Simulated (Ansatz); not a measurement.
`F[SiH](Cl)I` + ethane → `CC[SiH](F)I` + HCl  (formal exchange of groups at the Si–Cl bond)

Isolated molecules relaxed with PBE0-D4/def2-TZVP in Ansatz; ΔE leaves out vibrations. CBS: MP2 limit from def2 TZ/QZ plus the TZ coupled-cluster correction, frozen cores. This one scheme is used for every species. DFT in def2-TZVPP. def2 core potentials past Kr. For I outer-core shells are correlated without core-valence functions, which leaves a few kJ/mol of doubt a bond. Each species was taken in one conformer, which may not be the lowest.

```json
{"level": "PBE-D4", "ΔE (kJ/mol)": "91.1", "difference from CCSD(T)/CBS": "0.3"}
{"level": "ωB97X-V", "ΔE (kJ/mol)": "92.1", "difference from CCSD(T)/CBS": "1.3"}
{"level": "r2SCAN", "ΔE (kJ/mol)": "97.7", "difference from CCSD(T)/CBS": "6.9"}
{"level": "PBE0", "ΔE (kJ/mol)": "95.4", "difference from CCSD(T)/CBS": "4.6"}
{"level": "HF/def2-TZVPP", "ΔE (kJ/mol)": "104.3", "difference from CCSD(T)/CBS": "13.5"}
{"level": "MP2/def2-TZVPP", "ΔE (kJ/mol)": "91.7", "difference from CCSD(T)/CBS": "0.9"}
{"level": "SCS-MP2/def2-TZVPP", "ΔE (kJ/mol)": "93.1", "difference from CCSD(T)/CBS": "2.3"}
{"level": "HF/def2-QZVPP", "ΔE (kJ/mol)": "104.8", "difference from CCSD(T)/CBS": "14.0"}
{"level": "MP2/def2-QZVPP", "ΔE (kJ/mol)": "93.5", "difference from CCSD(T)/CBS": "2.7"}
{"level": "HF/CBS(def2)", "ΔE (kJ/mol)": "104.9", "difference from CCSD(T)/CBS": "14.1"}
{"level": "CCSD(T)/CBS", "ΔE (kJ/mol)": "90.8", "difference from CCSD(T)/CBS": "0"}
```

Largest T1 diagnostic among the species: 0.009.

In def2-TZVPP, CCSD(T) changes the Hartree–Fock value by −16.2 kJ/mol (the triples alone add −1.2 kJ/mol) and MP2 by −12.5 kJ/mol. The D4 term adds −6.0 kJ/mol with B3LYP and −3.8 kJ/mol with PBE0; it sums over pairs of atoms, weighted by their polarisabilities, and B3LYP, whose exchange is more repulsive, gets the larger term.

B3LYP here is the variant with VWN-RPA as its local correlation; programs differ in this.
